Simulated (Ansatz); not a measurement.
Program: Ansatz. Geometries: PBE0-D4/def2-TZVP. ΔE: electronic, gas phase. CBS: MP2 limit from def2 TZ/QZ plus the TZ coupled-cluster correction, frozen cores. This one scheme is used for every species. Functionals use def2-TZVPP. B3LYP here is the variant with VWN-RPA as its local correlation; programs differ in this. HSE06 is defined as in plane-wave codes. Each species was taken in one conformer, which may not be the lowest.

`BN[SiH3]` + `CCBO` → `CCBO[SiH3]` + `BN`  (ligand exchange at the Si–N bond)

| level | ΔE (kJ/mol) |
| --- | --- |
| B3LYP-D4 | -49.9 |
| r2SCANh-D4 | -48.2 |
| ωB97M-V | -46.9 |
| PBE0 | -44.2 |
| r2SCANh | -47.9 |
| r2SCAN0 | -48.2 |
| HSE06 | -43.9 |
| CCSD/def2-SVP | -41.2 |

**Question.** What does CCSD(T)/CBS give? (An estimate is asked.)

**Answer.** Ansatz gave: -46.5 kJ/mol. The listed levels differ from it by -3.4, -1.7, -0.4, 2.3, -1.4, -1.7, 2.6, 5.3 kJ/mol.

Largest T1 diagnostic among the species: 0.012.

In def2-TZVPP, CCSD(T) changes the Hartree–Fock value by +11.0 kJ/mol (the triples alone add +1.5 kJ/mol) and MP2 by +10.8 kJ/mol. At CCSD(T), def2-SVP lies +6.4 kJ/mol from the extrapolated value and def2-TZVPP +0.5 kJ/mol.
